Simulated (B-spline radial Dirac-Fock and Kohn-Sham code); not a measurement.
# Elastic scattering of 69 eV electrons by the Ce atom

These are calculated numbers from a radial atomic solver; the model is relativistic (Dirac) partial waves in the static field of the Dirac-Fock atom with Furness-McCarthy exchange, without polarisation or absorption potentials. Below a few hundred eV the neglected polarisation potential matters, most of all at small angles.

```tsv
θ (°)	dσ/dΩ (a₀²/sr)	Sherman function
0	288	0.000
0.5	288	0.000
1	286	0.000
2	281	0.001
4	261	0.001
8	196	0.003
12	126	0.005
16	72.2	0.008
24	18.2	0.018
32	3.26	0.019
45	1.26	-0.129
60	1.05	-0.109
75	0.152	-0.063
90	0.0206	0.376
105	0.185	-0.099
120	0.768	-0.029
135	0.536	-0.023
150	0.152	-0.125
165	1.77	-0.013
180	3.21	0.000
```

**Question.** What integrated cross sections go with this distribution?

**Answer.** The total elastic cross section is 58.9 a₀², the first transport cross section 8.15 a₀² and the second, weighted with (3/2) sin²θ, 10.4 a₀². The mean deflection is ⟨1 − cos θ⟩ = 0.138, and 5.1 % of the collisions scatter beyond 90°.

On this grid of angles the cross section has minima near 90°, 150°, from interference among the few low partial waves with large phase shifts.

Phase shifts modulo π (rad) for κ = −1 to −5: 0.233, 1.051, 1.337, 0.847, 1.072.
